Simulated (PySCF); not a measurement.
Orbital picture of AsPb

MN15 at R = 2.537 Å; basis As cc-pVDZ-PP with ECP10, Pb cc-pVDZ-PP with ECP60; scalar-relativistic core potentials; PySCF 2.14. State: ²Π (doublet), unpaired electrons π ↑. Only the outer orbitals are listed, counted within each symmetry, core potentials removing the inner ones.

```csv
spin,orbital,occ.,ε (eV),on As (%),main shells (%)
α,7σ,1,-17.22,69,"67 As s, 28 Pb s"
α,8σ,1,-13.59,33,"65 Pb s, 28 As s"
α,5π,1,-7.07,77,"76 As p, 22 Pb p"
α,9σ,1,-6.73,59,"57 As p, 36 Pb p"
α,5π,1,-6.46,76,"76 As p, 23 Pb p"
α,6π,0,-2.16,22,"78 Pb p, 22 As p"
α,6π,0,-1.66,23,"76 Pb p, 23 As p"
α,10σ,0,0.83,27,"72 Pb p, 30 As p"
β,7σ,1,-16.46,54,"52 As s, 42 Pb s"
β,8σ,1,-13.27,45,"52 Pb s, 41 As s"
β,9σ,1,-6.41,56,"54 As p, 40 Pb p"
β,5π,1,-5.93,47,"52 Pb p, 47 As p"
β,5π,0,-3.30,40,"59 Pb p, 40 As p"
β,6π,0,-1.60,51,"51 As p, 48 Pb p"
β,6π,0,-1.04,59,"58 As p, 40 Pb p"
```

Which are the highest filled and the lowest empty level, where do they sit, and how wide is the gap?

Highest filled β 5π at -5.93 eV (in %: 52 Pb p, 47 As p); lowest empty β 5π at -3.30 eV (in %: 59 Pb p, 40 As p); the gap at MN15 is 2.63 eV. Both belong to one degenerate shell, split only by its one-sided filling, so this is no excitation gap.

```
bond order (Mayer)                               : 2.18
⟨S²⟩                                             : 0.836
charge on As (Mulliken, basis-dependent)         : -0.17
charge on As (Löwdin, basis-dependent)           : -0.16
dipole moment (positive dipole means As(−)Pb(+)) : 1.95 D
```

These are scalar-relativistic numbers at best; spin–orbit coupling would shift them, the dissociation energy most. The state is the lowest determinant that a PBE0 search found; another state may lie lower at other levels.
